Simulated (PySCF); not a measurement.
LDA on Rh⁻ (rhodium, charge -1), [Kr] 4d8 5s2, high-spin 3F determinant. Calculation: PySCF 2.14, in aug-cc-pwCVTZ-PP with ECP28MDF (8s8p7d4f3g, 122 functions); scalar relativity through the core potential.

```
cycle= 1 E= -109.94915344328  delta_E= -0.0184  |g|= 0.208  |ddm|= 1.04
cycle= 2 E= -109.913440504949  delta_E= 0.0357  |g|= 0.386  |ddm|= 0.295
cycle= 3 E= -109.961216660316  delta_E= -0.0478  |g|= 0.0296  |ddm|= 0.294
cycle= 4 E= -109.961936261677  delta_E= -0.00072  |g|= 0.00741  |ddm|= 0.0831
cycle= 5 E= -109.961962265958  delta_E= -2.6e-05  |g|= 0.000255  |ddm|= 0.00782
cycle= 6 E= -109.961962295377  delta_E= -2.94e-08  |g|= 1.9e-05  |ddm|= 0.000364
cycle= 7 E= -109.961962295614  delta_E= -2.37e-10  |g|= 9.62e-07  |ddm|= 4.76e-05
converged SCF energy = -109.961962295614  <S^2> = 2.0119348  2S+1 = 3.007946
```

Highest occupied orbital energy: 0.859 eV; ⟨L²⟩ = 12.01; populations by l: s 4.00, p 6.00, d 8.00, f 0.00.

Can this result be used?

With care. The run converged. Energies and moments cover only the electrons outside the core potential. At LDA the highest occupied level has a positive energy, so only the finite basis holds that electron; in a semilocal or global hybrid functional this comes from self-interaction and does not mean that the real anion is unbound.
